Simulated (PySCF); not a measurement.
Excitations are Tamm–Dancoff values on a coarser integration grid. The basis has no diffuse functions, so Rydberg states are missing or too high.

Cartesian coordinates (Å):
```xyz
23

O     -3.8477    -0.2668    -0.3012
C     -3.0913     0.5111     0.2445
C     -1.6246     0.2528     0.5237
C     -1.1525    -1.1174     0.0322
C      0.3349    -1.3418     0.3339
C      1.2174    -0.2124    -0.2368
Si     3.0640    -0.4913     0.1340
C      0.7320     1.1653     0.2578
C     -0.7549     1.3929    -0.0484
H     -3.4530     1.5314     0.5885
H     -1.5267     0.3026     1.6376
H     -1.7760    -1.9162     0.4832
H     -1.3301    -1.1788    -1.0638
H      0.6571    -2.3261    -0.0666
H      0.4794    -1.3955     1.4375
H      1.1242    -0.2310    -1.3487
H      3.8978     0.5993    -0.4866
H      3.2988    -0.4818     1.6233
H      3.5170    -1.8195    -0.4131
H      0.8881     1.2360     1.3586
H      1.3371     1.9789    -0.1951
H     -0.9012     1.4352    -1.1510
H     -1.0897     2.3730     0.3540
```
Charge 0, multiplicity 1.

What is the computed S1 excitation (TDA), T1 excitation (TDA) and dipole moment (PySCF 2.14.0 with PBE-D3(BJ)/def2-TZVP // PBE-D3(BJ)/def2-SVP)?


| Property | Value |
|---|---|
| S1 excitation (TDA) | 4.08 eV |
| T1 excitation (TDA) | 3.46 eV |
| dipole moment | 2.05 D |
